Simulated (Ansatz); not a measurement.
Reaction (ligand exchange at the Al–N bond): `C[NH][AlH][NH2]` + H₂Se → `[NH2][AlH][SeH]` + CH₃NH₂

Calculated with Ansatz (gas phase, PBE0-D4/def2-TZVP geometries, no zero-point term in ΔE). CCSD(T)/CBS adds triple-zeta CCSD(T) − MP2 to the extrapolated MP2 energy (def2 sets, frozen cores). For Se outer-core shells are correlated without core-valence functions, which leaves a few kJ/mol of doubt a bond. Scalar relativity is left out up to krypton. One conformer a species, not always the lowest.

```json
{"species": "`C[NH][AlH][NH2]`", "MP2/def2-TZVPP energy (Eh)": "-393.58453"}
{"species": "H₂Se", "MP2/def2-TZVPP energy (Eh)": "-2401.29111"}
{"species": "`[NH2][AlH][SeH]`", "MP2/def2-TZVPP energy (Eh)": "-2699.22922"}
{"species": "CH₃NH₂", "MP2/def2-TZVPP energy (Eh)": "-95.66064"}
```

**Question.** Work out ΔE.

**Answer.** ΔE = (-2699.22922) + (-95.66064) − (-393.58453) − (-2401.29111) = -0.01422 Eh = -0.39 eV. CCSD(T)/CBS gives -0.40 eV.

Largest T1 diagnostic among the species: 0.010.

From BLYP to BHLYP (50 % exact exchange), in def2-TZVPP and without D4, ΔE moves by −0.04 eV. In def2-TZVPP, CCSD(T) changes the Hartree–Fock value by +0.06 eV (the triples alone add −0.00 eV) and MP2 by +0.04 eV.
